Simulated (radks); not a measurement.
All-electron atom: Rh IV in [Kr] 4d6. Calculated with a radial shooting solver on a logarithmic mesh with Libxc functionals: Dirac Kohn-Sham, relativistic LDA (MacDonald-Vosko exchange, VWN5 correlation), spin-unpolarised, spherical densities, finite nucleus; open shells fill j = l - 1/2 first; Fermi nuclear charge, rms radius 4.4945 fm.

Unscreened Slater integrals over Kohn-Sham orbitals (eV). Large and small components are both included.

integral,value
"F0(4d5/2,4d5/2)",17.890
"F2(4d5/2,4d5/2)",8.9862
"F4(4d5/2,4d5/2)",5.8921
"F0(4d5/2,4d3/2)",17.974
"F2(4d5/2,4d3/2)",9.0269
"G2(4d5/2,4d3/2)",9.0228
"G4(4d5/2,4d3/2)",5.9166
"F0(4d5/2,4p3/2)",19.908
"F2(4d5/2,4p3/2)",9.8604
"G1(4d5/2,4p3/2)",12.414
"G3(4d5/2,4p3/2)",7.5938
"F0(4d5/2,4p1/2)",20.107
"G3(4d5/2,4p1/2)",7.5244
"F0(4d3/2,4d3/2)",18.060
"F2(4d3/2,4d3/2)",9.0694
"F0(4d3/2,4p3/2)",20.026
"F2(4d3/2,4p3/2)",9.9470
"G1(4d3/2,4p3/2)",12.550
"G3(4d3/2,4p3/2)",7.6798
"F0(4d3/2,4p1/2)",20.230
"G1(4d3/2,4p1/2)",12.467
"F0(4p3/2,4p3/2)",22.792
"F2(4p3/2,4p3/2)",11.949
"F0(4p3/2,4p1/2)",23.100
"G2(4p3/2,4p1/2)",12.079
"F0(4p1/2,4p1/2)",23.425
